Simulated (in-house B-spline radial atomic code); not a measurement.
**RPA and G0W0 on PBE0: O+**

Configuration [He] 2s2 2p3, highest spin, mean-field start PBE0. Computed with a B-spline radial code for spherical atoms: all electrons, non-relativistic, point nucleus, each spin shell either full or empty, empty states to l = 9 with an (l + 1/2)⁻⁴ tail; G0W0 by contour deformation at full frequency.

Command:
```bash
python run_gw.py task.json out
```
Settings (radii: box in bohr, nucleus in fm):
```
Z                        8
electrons                7
configuration            [He] 2s2 2p3
hamiltonian              nr
method                   pbe0
lmax                     9
spin_polarised           True
box_radius               23.78
intervals                48
```

Cost of the run: 0.7 s on 1 thread of Arm Neoverse V2 (shared host).

Energies (hartree):

| term | value |
| --- | --- |
| mean-field total | -74.51407 |
| Hartree-Fock functional on these orbitals | -74.37435 |
| direct second order | -0.38224 |
| second-order exchange | 0.17695 |
| SOSEX correction | 0.15665 |

Task: What is the RPA correlation energy, and what remains with SOSEX?

Result: RPA gives -0.33054 hartree (-1.28 eV per electron); RPA + SOSEX gives -0.17389, and the second-order doubles -0.2053 hartree (no singles). SOSEX takes back 47 % of the RPA value.

Quasi-particle levels (eV):

```json
{"level": "2p up", "occupied": "yes", "mean field": "-28.979", "Σx - vxc": "-7.24", "Σc": "?", "QP weight": "?", "G0W0": "?"}
{"level": "2s down", "occupied": "yes", "mean field": "-37.59", "Σx - vxc": "-4.32", "Σc": "-1.32", "QP weight": "0.925", "G0W0": "-43.24"}
{"level": "2p down", "occupied": "no", "mean field": "-18.228", "Σx - vxc": "8.36", "Σc": "-3.74", "QP weight": "0.934", "G0W0": "-13.607"}
```

G0W0 = mean field + (Σx - vxc) + Σc, with Σc (partial-wave tail included) taken at the quasi-particle energy. Levels of low weight are left out.

Task: Where does G0W0 put 2p up?

Result: At -34.89 eV, with Σc = 1.33 eV and a quasi-particle weight of 0.919. The tabulated removal energy is 35.121 eV (NIST, measured).
